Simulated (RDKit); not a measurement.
Input for RDKit: UFF on H2O3S (a complex).

```python
from rdkit import Chem
from rdkit.Chem import AllChem, rdDetermineBonds

blocks = [
'''3

O     0.50566974   -0.09015434    0.61049798
H     0.60674307    0.85034152    0.42235976
H    -0.36268329   -0.33460216    0.26937976
''',
'''3

O    -1.17500436   -0.65455049    3.17745050
S     0.17728022   -0.17179924    3.29820406
O     0.37704918    1.24950070    3.42586536
''',
]
mol = None
for b in blocks:
    f = Chem.MolFromXYZBlock(b)
    rdDetermineBonds.DetermineBonds(f, charge=0)
    mol = f if mol is None else Chem.CombineMols(mol, f)
Chem.SanitizeMol(mol)
print(Chem.MolToSmiles(Chem.RemoveHs(mol)))
ff = AllChem.UFFGetMoleculeForceField(mol, vdwThresh=100.0, ignoreInterfragInteractions=False)
e = ff.CalcEnergy()
print(f'UFF energy {e:.6f} kcal/mol')
```

Program output:

```
O.O=[S+][O-]
UFF energy 15.747485 kcal/mol
```

The run finished.

Cost: very roughly 0.010 core-seconds.
